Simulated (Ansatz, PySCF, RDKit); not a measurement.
Positional isomers: furan fluoro. Isolated molecules, 0 K electronic values unless said otherwise. Strings in code marks are SMILES.

Quantity: electronic energy of isomers of C4H3FO relative to `Fc1ccco1`, in kcal/mol. The restricted reference of `Fc1ccoc1` is unstable towards unrestricted orbitals. Force-field values (RDKit) are differences of steric energies, which aren't made for comparing isomers with other bonds.

Level 1: frozen-core CCSD(T)/cc-pVTZ // PBE0-D3(BJ)/def2-TZVP (Ansatz, a program for electronic structure)
Level 2: PBE-D3(BJ)/def2-TZVP // PBE0-D3(BJ)/def2-TZVP (PySCF)
Level 3: B3LYP/6-31G* // PBE0-D3(BJ)/def2-TZVP (PySCF)
Level 4: MMFF94, relaxed from the DFT geometry (RDKit)

| species | level 1 | level 2 | level 3 | level 4 |
|---|---|---|---|---|
| `Fc1ccoc1` | 3.76 | 3.12 | 3.06 | 0.08 |
